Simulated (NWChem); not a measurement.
System: CH3Si, doublet; SMILES C=[SiH]

Input file for NWChem:

```
start job
memory heap 200 mb stack 700 mb global 900 mb
geometry units angstroms
  C     -0.041803     1.115534    -0.067606
  Si    -0.100184    -0.585324     0.225548
  H     -0.925002     1.771532    -0.033104
  H      0.922551     1.602249    -0.302705
  H      1.150350    -1.441124     0.162816
end
basis spherical
  C library 3-21g
  Si library 3-21g
  H library 3-21g
end
dft
  odft
  mult 2
  xc b3lyp
  iterations 150
end
driver
  maxiter 120
end
task dft optimize
task dft freq
```

No stability test was run on the SCF state.

The level has its own optimisation; frequencies are unscaled.

Q: Predict the main results of this run. (B3LYP/3-21G, spin-unrestricted.) Quantities: r C–Si (Å); r H–Si (Å); highest harmonic frequency (cm⁻¹); lowest (cm⁻¹); zero-point energy (kcal/mol); dipole (D).

A: 
```yaml
r C–Si (Å): 1.743
r H–Si (Å): 1.510
highest harmonic frequency (cm⁻¹): 3247
lowest (cm⁻¹): 282
zero-point energy (kcal/mol): 19.1
dipole (D): 0.18
```
